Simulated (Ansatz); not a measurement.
Computed with Ansatz.

A structure relaxed at PBE0-D4/def2-TZVP, charge 0, multiplicity 1:

```tsv
atom	x (Å)	y (Å)	z (Å)
C1	1.585	0.885	-0.656
S2	0.927	-0.725	-0.158
B3	-0.776	-0.284	0.295
N4	-1.682	-1.245	0.751
F5	-1.182	0.990	0.192
H6	1.558	1.590	0.174
H7	2.619	0.721	-0.954
H8	1.028	1.289	-1.499
H9	-2.624	-1.005	1.002
H10	-1.453	-2.216	0.854
```

Task: Give its formula and SMILES.

Result: CH5BFNS, `CSB(N)F`.

Task: Point group (tolerance 0.08 Å, 0.16 Å for H)?

Result: Cs.

Task: Summarise the bond lengths by kind.

Result: 1 × C–S 1.810 Å; 3 × C–H 1.088 to 1.089 Å; 1 × B–S 1.816 Å; 1 × B–N 1.396 Å; 1 × B–F 1.341 Å; 2 × H–N 1.003 to 1.005 Å.
